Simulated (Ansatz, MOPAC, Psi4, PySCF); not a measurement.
Process, species as SMILES: NB(N)[O-] -> OB([NH-])N

Quantity: isomerisation energy (enthalpy at 298 K), in kcal/mol. Terms: non-relativistic; dispersion terms only where a functional's name holds one; frozen cores in correlated levels; spin-orbit terms left out; 6-311+G** with 5d; PM7 with its own dispersion and hydrogen-bond terms; 6-31G* and kin with 6d, 5d where marked. Basis-set limits of correlation are two-point, X^-3; Hartree-Fock from the larger set. First-principles rows: single points at B3LYP-D3(BJ) geometries (Ansatz, a program for electronic structure), with unscaled harmonic terms from B3LYP/6-31G* (Ansatz) at its own minima. Semi-empirical rows: MOPAC heats of formation at their own minima for 298 K. Anions need diffuse functions, which STO-3G, LANL2DZ, def2-SVP, cc-pVDZ and Pople sets without + lack.

Coupled cluster (Ansatz) is a level with limits of its own, used here on species with T1 under 0.025 (0.045 for open shells) and stable references: CCSD(T)/CBS(aug-cc-pVTZ,aug-cc-pVQZ).

Value to compare with, CCSD(T)/CBS(aug-cc-pVTZ,aug-cc-pVQZ) (Ansatz): 12.2 kcal/mol.

| level | program | isomerisation energy (enthalpy at 298 K) (kcal/mol) | difference |
|---|---|---|---|
| AM1 | MOPAC | 14.1 | 1.9 |
| PM7 | MOPAC | -0.4 | -12.6 |
| MNDO | MOPAC | 7.5 | -4.7 |
| HF/6-311+G** | Ansatz | 13.2 | 1.0 |
| SVWN5/6-31G* | Ansatz | 15.3 | 3.1 |
| BLYP/6-31G* | Ansatz | 16.6 | 4.4 |
| B3LYP/STO-3G | Ansatz | 10.3 | -1.9 |
| B3LYP/6-31G* | Ansatz | 16.4 | 4.2 |
| M06-2X/6-31G* (5d) | PySCF | 15.3 | 3.1 |
| wB97X-D/6-311+G** | Psi4 | 13.2 | 1.0 |
| MP2/3-21G | Ansatz | 21.6 | 9.4 |
| MP2/6-31G* | Ansatz | 17.6 | 5.4 |
| B3PW91/6-31G* (5d) | PySCF | 16.2 | 4.0 |
| PBE0/def2-TZVPD | Ansatz | 12.6 | 0.4 |
| wB97M-V/def2-TZVPD | Ansatz | 12.4 | 0.2 |
| wB97X-V/def2-TZVPD | Ansatz | 13.0 | 0.8 |

Among the 13 habitual levels, PM7 lies farthest from CCSD(T)/CBS(aug-cc-pVTZ,aug-cc-pVQZ) (Ansatz) (-12.6 kcal/mol); 10 of 13 lie above it, and their mean absolute difference is 4.4 kcal/mol, the median 4.0. One case shows no general order.

The levels are drawn from those run, B3LYP/6-31G* more often than the rest, none by its result; left out are runs that failed, that the program found above a lower state of the same kind, or whose <S^2> lies over 0.5 above the pure value.
